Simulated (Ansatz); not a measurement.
This geometry of FGeH3 (5 atoms, charge 0, multiplicity 1) is a first-order saddle point.

The calculation used RKS BLYP/def2-SVP in Ansatz.

```xyz
5
Properties=species:S:1:pos:R:3
Ge 0.204 0.000 -0.364
F 1.001 0.000 1.548
H 1.655 0.000 0.435
H -0.772 1.236 -0.344
H -0.772 -1.236 -0.344
```

Question: Which two structures does it join? (They come from a converged band through this point; their orientation in space is the band's.)

Answer: Bonds broken: Ge1–F2, Ge1–H3. Bonds formed: F2–H3. FGeH3 becomes FH + GeH2.

Initial state:

```xyz
5
Properties=species:S:1:pos:R:3
Ge 0.260 0.000 0.101
F 0.333 0.000 1.868
H 1.726 0.000 -0.408
H -0.501 1.287 -0.315
H -0.501 -1.287 -0.315
```

Final state:

```xyz
5
Properties=species:S:1:pos:R:3
Ge 0.024 0.000 -0.772
F 1.191 0.000 1.302
H 2.038 0.000 0.886
H -0.968 1.158 -0.242
H -0.968 -1.158 -0.242
```

Question: How far does it lie above each of them?

Answer: 2.35 eV above the first and 0.55 eV above the second. This is the barrier of this one path; another mechanism may lie lower. The orbitals stay closed-shell, which can raise the energy where a bond breaks towards radicals; this wasn't checked here.

Run time: 24 s on 1 thread of Intel(R) Xeon(R) 6975P-C (Granite Rapids), on a shared host, peak memory 0.12 GiB.
